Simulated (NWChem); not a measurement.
System: C₂H₆MgS; SMILES [CH3][Mg][S]C

The following NWChem deck was run.

```
start job
memory heap 200 mb stack 900 mb global 1100 mb
geometry units angstroms noautoz
  Mg    -0.109197    -1.064385     0.010012
  C     -0.425433    -3.128117     0.036226
  H      0.526920    -3.681067     0.106323
  H     -0.936748    -3.478631    -0.876372
  H     -1.043566    -3.438442     0.895777
  S      0.313636     1.217265    -0.010517
  C     -1.345312     1.994795    -0.033816
  H     -1.917432     1.730795    -0.934809
  H     -1.192261     3.082984    -0.039969
  H     -1.936914     1.743780     0.858264
end
basis spherical
  Mg library def2-svp
  C library def2-svp
  H library def2-svp
  S library def2-svp
end
dft
  xc slater vwn_5
  iterations 150
  vectors input atomic output neutral.movecs
end
task dft energy
charge 1
dft
  odft
  mult 2
  vectors input atomic output cation.movecs
end
task dft energy
```

Parts of the log:

```
             Northwest Computational Chemistry Package (NWChem) 7.3.0
             --------------------------------------------------------

 C1  symmetry detected

                             Geometry "geometry" -> ""
                             -------------------------

 Output coordinates in angstroms (scale by  1.889725989 to convert to a.u.)

  No.       Tag          Charge          X              Y              Z
 ---- ---------------- ---------- -------------- -------------- --------------
    1 Mg                  12.0000     0.15322545    -0.97953034    -0.00251331
    2 C                    6.0000    -0.22457806    -3.03304662     0.00167638
    3 H                    1.0000     0.71126398    -3.61504352     0.05755861
    4 H                    1.0000    -0.75314604    -3.35701235    -0.91090255
    5 H                    1.0000    -0.84514997    -3.33515059     0.86239795
    6 S                   16.0000     0.64415669     1.28853314     0.00072040
    7 C                    6.0000    -0.99084530     2.11555923    -0.00003665
    8 H                    1.0000    -1.57750461     1.87974027    -0.89949536
    9 H                    1.0000    -0.80526502     3.19867820     0.00553252
   10 H                    1.0000    -1.58287056     1.87154616     0.89370374

 Effective nuclear repulsion energy (a.u.)     167.5455545744

                                 NWChem DFT Module
                                 -----------------

 Summary of "ao basis" -> "ao basis" (spherical)
 ------------------------------------------------------------------------------
       Tag                 Description            Shells   Functions and Types
 ---------------- ------------------------------  ------  ---------------------
 Mg                         def2-svp                 8       18   4s3p1d
 C                          def2-svp                 6       14   3s2p1d
 H                          def2-svp                 3        5   2s1p
 S                          def2-svp                 8       18   4s3p1d

            General Information
            -------------------
          SCF calculation type: DFT
          Wavefunction type:  closed shell.
          No. of atoms     :    10
          No. of electrons :    46
           Alpha electrons :    23
            Beta electrons :    23
          Charge           :     0
          Spin multiplicity:     1
          Use of symmetry is: off; symmetry adaption is: off
          Maximum number of iterations: 150
          AO basis - number of functions:    94
                     number of shells:    46
          Convergence on energy requested:  1.00D-06
          Convergence on density requested:  1.00D-05
          Convergence on gradient requested:  5.00D-04

              XC Information
              --------------
                        Slater Exchange Functional  1.000 local
                      VWN V Correlation Functional  1.000 local

             Grid Information
             ----------------
          Grid used for XC integration:  medium
          Radial quadrature: Mura-Knowles
          Angular quadrature: Lebedev.
          Tag              B.-S. Rad. Rad. Pts. Rad. Cut. Ang. Pts.
          ---              ---------- --------- --------- ---------
          Mg                  1.50       88          11.0       590
          C                   0.70       49          14.0       434
          H                   0.35       45          15.0       434
          S                   1.00       88          12.0       590
          Grid pruning is: on
          Number of quadrature shells:   544
          Spatial weights used:  Erf1

      Superposition of Atomic Density Guess
      -------------------------------------

 Sum of atomic energies:        -675.12742426

      Non-variational initial energy
      ------------------------------

 Total energy =    -676.618200
 1-e energy   =   -1265.261651
 2-e energy   =     421.097897
 HOMO         =      -0.289665
 LUMO         =      -0.048552

   convergence    iter        energy       DeltaE   RMS-Dens  Diis-err
 ---------------- ----- ----------------- --------- --------- ---------
 d= 0,ls=0.0,diis     1   -674.7285479382 -8.42D+02  1.43D-02  6.30D-01
 d= 0,ls=0.0,diis     2   -674.7138336447  1.47D-02  1.12D-02  3.97D-01
 d= 0,ls=0.0,diis     3   -674.7513099515 -3.75D-02  4.01D-03  1.82D-01
 d= 0,ls=0.0,diis     4   -674.7793825578 -2.81D-02  8.11D-04  1.50D-03
 d= 0,ls=0.0,diis     5   -674.7796227622 -2.40D-04  2.66D-04  4.79D-04
  Resetting Diis
 d= 0,ls=0.0,diis     6   -674.7796920127 -6.93D-05  8.17D-05  4.09D-05
 d= 0,ls=0.0,diis     7   -674.7796981240 -6.11D-06  5.63D-05  2.87D-06
 d= 0,ls=0.0,diis     8   -674.7796965127  1.61D-06  3.66D-05  1.26D-05
 d= 0,ls=0.0,diis     9   -674.7796986237 -2.11D-06  2.82D-06  4.64D-08
 d= 0,ls=0.0,diis    10   -674.7796986301 -6.33D-09  9.07D-07  7.56D-09

         Total DFT energy =     -674.779698630063
      One electron energy =    -1269.144434393067
           Coulomb energy =      478.896432745513
    Exchange-Corr. energy =      -52.077251556893
 Nuclear repulsion energy =      167.545554574384

 Numeric. integr. density =       45.999992191455

                       DFT Final Molecular Orbital Analysis
                       ------------------------------------

 Vector   21  Occ=2.000000D+00  E=-2.446114D-01
              MO Center=  4.9D-02, -1.1D+00,  1.2D-04, r^2= 5.3D+00
   Bfn.  Coefficient  Atom+Function         Bfn.  Coefficient  Atom+Function
  ----- ------------  ---------------      ----- ------------  ---------------
     3      0.516467   1 Mg s                23      0.338730   2 C  py
     2      0.261352   1 Mg s                26      0.204764   2 C  py
    58     -0.187669   6 S  px               59     -0.170685   6 S  py
    51     -0.168290   6 S  s                55     -0.151784   6 S  px
    50     -0.136165   6 S  s                56     -0.135634   6 S  py

[...]
```

Level: LDA (Slater exchange, VWN5)/def2-SVP, vertical spin-unrestricted ions. Structure relaxed at the PBE0/def2-SVP level.
